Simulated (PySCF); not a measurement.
Compound: C4H8BO2 (charge +1).
SMILES: `C=C[CH+]CB(O)O`

Jobs on this species (15 atoms, 52 electrons) with PySCF (density fitting). Hardware of each: an Arm Neoverse V1 with one thread, no GPU, on a shared host. The host was shared with other jobs, so the times are rough. Peak memory is the resident size of the whole Python process, interpreter and libraries included.

Question: Rank these jobs by wall time, shortest first.
A. KT2/ANO-RCC-VDZP, grid level 4, fitting basis def2-universal-jkfit; shieldings; 138 basis functions
B. OPBE/6-31++G**; spin–spin couplings from 13 perturbed nuclei, spin–dipole term for 1 of them; 174 basis functions
C. PBE0/pcSseg-1; shieldings, charges and field gradients; 159 basis functions
D. X3LYP/MINI, fitting basis def2-qzvpp-jkfit; shieldings, charges and field gradients; 43 basis functions

Answer: D (5.5 s), C (19 s), B (33 s), A (94 s).

All jobs:

```tsv
level and settings	work	basis functions	SCF cycles	wall time	peak memory
X3LYP/MINI, fitting basis def2-qzvpp-jkfit	shieldings, charges and field gradients	43	12	5.5 s	0.41 GiB
PBE0/pcSseg-1	shieldings	159	14	16 s	0.77 GiB
PBE0/pcSseg-1	shieldings, charges and field gradients	159	14	19 s	0.72 GiB
PBE0/def2-SVPD	6 singlets by full TDDFT, 2 Tamm–Dancoff triplets, polarisability	210	13	27 s	0.85 GiB
BLYP/aug-pcSseg-1, IEF-PCM acetonitrile	shieldings	254	16	28 s	0.87 GiB
OPBE/6-31++G**	spin–spin couplings from 13 perturbed nuclei, spin–dipole term for 1 of them	174	16	33 s	0.59 GiB
OLYP/def2-SVPD, start guess atom, energy threshold 1e-11 Eh	shieldings, charges and field gradients	210	15	44 s	0.75 GiB
KT2/ANO-RCC-VDZP, grid level 4, fitting basis def2-universal-jkfit	shieldings	138	14	94 s	0.65 GiB
```

What do all jobs in the table cost together?

About 4.4 min; the longest takes about 35 % of that, and about 17 times as long as the shortest.
